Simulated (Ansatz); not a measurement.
Two members of one family (Series (HMgX)2), computed with Ansatz in the gas phase. The two geometries come from different levels. Binding counts from free atoms in the multiplicity of their measured ground term, without zero-point energy. A dash marks a value that wasn't run or was left out as unsound. The structures are stationary points that may keep the symmetry of their start.

First: (HMg-mu-OH)2 (singlet, charge 0, PBE-D4/def2-SVP geometry).

```xyz
8

Mg   -1.196   -0.012   -0.879
H    -2.577   -0.025   -1.893
O     0.312   -1.186   -0.408
Mg    1.196    0.012    0.879
H     2.576    0.025    1.893
O    -0.313    1.186    0.410
H     0.547   -2.075   -0.716
H    -0.545    2.075    0.715
```

| level | HOMO (eV) | LUMO (eV) | gap (eV) | vertical IE (eV) | vertical triplet (eV) | binding per atom (eV) |
| --- | --- | --- | --- | --- | --- | --- |
| PBE-D4/def2-SVP | -5.93 | -1.21 | 4.73 | – | – | 3.13 |
| r2SCAN-D4/def2-TZVP | -6.20 | -0.86 | 5.34 | 8.73 | 5.00 | 3.12 |
| B97M-V/def2-TZVP | -6.34 | -1.37 | 4.97 | – | – | 3.11 |
| PBE0-D4/def2-SVP | -7.12 | -0.48 | 6.64 | – | – | 3.06 |
| PBE0-D4/def2-TZVP | -7.15 | -0.64 | 6.50 | 9.05 | 5.31 | 3.01 |

Second: (HMg-mu-NH2)2 (singlet, charge 0, PBE0-D4/def2-SVP geometry).

```xyz
10

Mg   -1.195   -0.372    0.815
H    -2.568   -0.799    1.751
N     0.847   -0.811    0.871
Mg    1.194    0.374   -0.813
H     2.569    0.805   -1.747
N    -0.847    0.811   -0.871
H     1.094   -1.800    0.781
H     1.342   -0.538    1.723
H    -1.340    0.531   -1.723
H    -1.098    1.799   -0.787
```

Problem. Estimate how these quantities change from the first to the second (second minus first).

Solution. 
| level | Δ HOMO (eV) | Δ LUMO (eV) | Δ gap (eV) | Δ vertical IE (eV) | Δ vertical triplet (eV) | Δ binding per atom (eV) |
| --- | --- | --- | --- | --- | --- | --- |
| PBE-D4/def2-SVP | 0.48 | 0.00 | -0.48 | – | – | -0.21 |
| r2SCAN-D4/def2-TZVP | 0.47 | -0.01 | -0.48 | -0.57 | -0.60 | -0.24 |
| B97M-V/def2-TZVP | 0.47 | 0.02 | -0.45 | – | – | -0.21 |
| PBE0-D4/def2-SVP | 0.47 | -0.05 | -0.52 | – | – | -0.19 |
| PBE0-D4/def2-TZVP | 0.48 | -0.01 | -0.49 | -0.57 | -0.59 | -0.17 |
